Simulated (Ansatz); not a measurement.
TlF₂⁻, relaxed as a triplet with UKS PBE0-D4/def2-TZVPD in Ansatz, starting from the PBE0-D4/def2-TZVPD geometry of the charge -1 singlet. Force threshold 0.02 eV/Å.

In the def2 sets Tl takes a core potential; there is no spin–orbit coupling. The highest occupied level of the charge -1 triplet lies above zero (up to 1.19 eV). It is a level of α spin, whose loss leaves a doublet; that state wasn't run at this geometry and level. The electron is either unbound and held by the finite basis, or the level is raised by self-interaction error. The relaxation made no stability test and no search for a lower SCF solution. At PBE0-D4/def2-TZVPD a singlet of charge -1 lies 3.34 eV below the triplet, each at its own geometry. The structure comes from a short search, and lower isomers may exist.

Start:

```xyz
3

Tl   -0.007    0.934    0.183
F    -1.594   -0.376   -0.621
F     1.601   -0.558    0.437
```

```json
{"step": "1", "energy (eV)": "-10125.4843", "largest force component (eV/Å)": "1.013", "SCF passes": "19"}
{"step": "2", "energy (eV)": "-10125.6253", "largest force component (eV/Å)": "0.284", "SCF passes": "30"}
{"step": "3", "energy (eV)": "-10125.6431", "largest force component (eV/Å)": "0.084", "SCF passes": "24"}
{"step": "4", "energy (eV)": "-10125.6472", "largest force component (eV/Å)": "0.017", "SCF passes": "25"}
{"step": "5", "energy (eV)": "-10125.6476", "largest force component (eV/Å)": "0.002", "SCF passes": "25"}
```

Force components are those of the run's own axes.

End:

Cartesian coordinates in Å:
```
Tl -0.005 0.620 0.122
F -1.810 -0.206 -0.661
F 1.815 -0.413 0.539
```

By distances, no bond broke or formed. The bond that changes most is Tl1–F3, from 2.21 to 2.13 Å (atoms count from 1).

The force fell under the threshold at step 4, but the optimiser went on. No frequencies were taken in this run, so the end may be a saddle point.

Run time 6.5 s (4 threads of Arm Neoverse V1 on a shared host).
